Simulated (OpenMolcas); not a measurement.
**Cl+: effect of the IPEA shift**

```yaml
Program: OpenMolcas
Basis: ANO-RCC-VTZP [5s4p2d1f]
Scalar_Hamiltonian: DKH2, point nucleus
Active_space: 6 electrons in 4 orbitals (3s 3p)
State_averaging: 2S+1 = 3 even, 3 roots; 2S+1 = 1 even, 6 roots; 2S+1 = 3 odd, 3 roots; 2S+1 = 1 odd, 3 roots
Spin-orbit_coupling: RASSI with atomic mean-field integrals over the reference wave functions, term energies averaged over their components
```

Methods on the same reference wave functions:
A. CASSCF
B. SS-CASPT2, IPEA 0 Eh, imaginary shift 0.1 Eh (closed shells correlated: 2s 2p)
C. SS-CASPT2, IPEA 0.25 Eh, imaginary shift 0.1 Eh (closed shells correlated: 2s 2p)

Energies in cm-1 above 3s2 3p4 3P2, the measured ground level; measured values from NIST Handbook of Basic Atomic Spectroscopic Data.

| Level | A | B | C | Measured |
| --- | --- | --- | --- | --- |
| 3s2 3p4 3P2 | 0.0 | 0.0 | 0.0 | 0.0 |
| 3s2 3p4 3P1 | 648 | 650 | 650 | 696 |
| 3s2 3p4 3P0 | 934 | 938 | 938 | 996 |
| 3s2 3p4 1D2 | 14423 | 12570 | 12140 | 11654 |
| 3s2 3p4 1S0 | 26647 | 28680 | 28030 | 27878 |
| 3s 3p5 3P* 2 | 116925 | 100430 | 103850 | 93368 |
| 3s 3p5 3P* 1 | 117556 | 101060 | 104480 | 94000 |
| 3s 3p5 3P* 0 | 117877 | 101390 | 104800 | 94334 |
| 3s 3p5 1P* 1 | 171770 | 144980 | 147890 |  |

Deviations, from unrounded energies. A percentage is the sum of absolute deviations over the sum of measured energies, with the sign that they share, or ± where signs differ.

| Against measurement | Levels | A | B | C |
| --- | --- | --- | --- | --- |
| mean absolute deviation (cm-1) | 7 | 11000 | 3300 | 4600 |
| fine structure of the ground term (%) | 2 | -6.5 | -6.2 | -6.1 |
| other terms of the ground configuration (%) | 2 | ±10.1 | +4.3 | +1.6 |
| other configurations (%) | 3 | +25.1 | +7.5 | +11.2 |

B lies closest to measurement on these levels and A furthest from it. The largest miss of B in the table is 3s 3p5 3P* 2, by +7100 cm-1. The ranking rests on the paired levels alone, and a cruder setting can come out closer through cancelling errors.

Between B and C the level of the table that moves most is 3s 3p5 3P* 2, by 3400 cm-1 (lowest in B, highest in C). Moves below CASPT2's spread within the term are not significant.

From A to B the spin-free energies of the other terms of 3s2 3p4 shown, above 3P, scale by factors of 0.87 to 1.08.

The lowest spin-free term lies below A's lowest term by 0.163 hartree in B, 0.154 hartree in C.

CASPT2 does not keep the components of a term degenerate, so their means are used; among the terms shown or strongly mixed into the levels shown the widest spread is 170 cm-1 (3s2 3p4 1D, C). Over all roots computed the reference weight is 0.83 to 0.95 in B, 0.87 to 0.96 in C; the roots of lowest weight are the least certain, and an intruder state may touch them. Terms of s pⁿ other than that of highest spin mix with s² pⁿ⁻² d, which this space lacks; all of them can be thousands of cm-1 off, and some have no real level of that name. Without dynamic correlation excited terms often stand tens of per cent too high (terms of higher spin than the ground term too low), and those without a measured partner can miss by more than the paired ones (holds for A). Measured partners are found by configuration, term and J. A level has none where our copy of the source lacks it or the pairing is in doubt (some pairs that miss far off the trend of their configuration count as doubtful), and it then counts in no deviation. Only configurations of the active space appear.

* marks odd parity.
